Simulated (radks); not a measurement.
Cu4+, configuration [Ar] 3d7 (the NIST ground configuration). Method: scalar-relativistic Kohn-Sham, PBE, spin-polarised, spherical densities, finite nucleus; open shells are filled with parallel spins first; Fermi nuclear charge, rms radius 3.8823 fm; computed with a radial shooting solver on a logarithmic mesh with Libxc functionals.

Radial electron density D(r) = 4 pi r^2 rho(r):

| r (bohr) | D(r) (e/bohr) | spin D(r) |
|---|---|---|
| 0.0022 | 1.022 | -0.0000498 |
| 0.002775 | 1.555 | -0.0000758 |
| 0.003528 | 2.379 | -0.000116 |
| 0.004449 | 3.550 | -0.000173 |
| 0.005656 | 5.291 | -0.000257 |
| 0.00719 | 7.737 | -0.000375 |
| 0.009067 | 10.92 | -0.000528 |
| 0.01153 | 15.15 | -0.000729 |
| 0.01454 | 20.04 | -0.000960 |
| 0.01848 | 25.54 | -0.00122 |
| 0.0233 | 30.54 | -0.00145 |
| 0.02963 | 34.23 | -0.00161 |
| 0.03766 | 35.31 | -0.00160 |
| 0.0475 | 33.56 | -0.00118 |
| 0.06038 | 30.17 | 0.000691 |
| 0.07614 | 28.09 | 0.00727 |
| 0.0968 | 29.96 | 0.0296 |
| 0.1231 | 35.59 | 0.0944 |
| 0.1552 | 40.05 | 0.248 |
| 0.1973 | 37.89 | 0.585 |
| 0.2488 | 28.93 | 1.16 |
| 0.3163 | 19.68 | 2.03 |
| 0.4021 | 17.67 | 3.01 |
| 0.5071 | 20.89 | 3.67 |
| 0.6446 | 21.58 | 3.65 |
| 0.8129 | 16.51 | 2.93 |
| 1.033 | 9.021 | 1.84 |
| 1.303 | 3.711 | 0.906 |
| 1.657 | 1.094 | 0.316 |
| 2.106 | 0.2313 | 0.0732 |
| 2.656 | 0.03365 | 0.0106 |

D(r) has 3 maxima, at r = 0.0365, 0.165, 0.590 bohr, and minima at 0.0780, 0.377 bohr, inside which lie 2.10, 10.83 electrons.
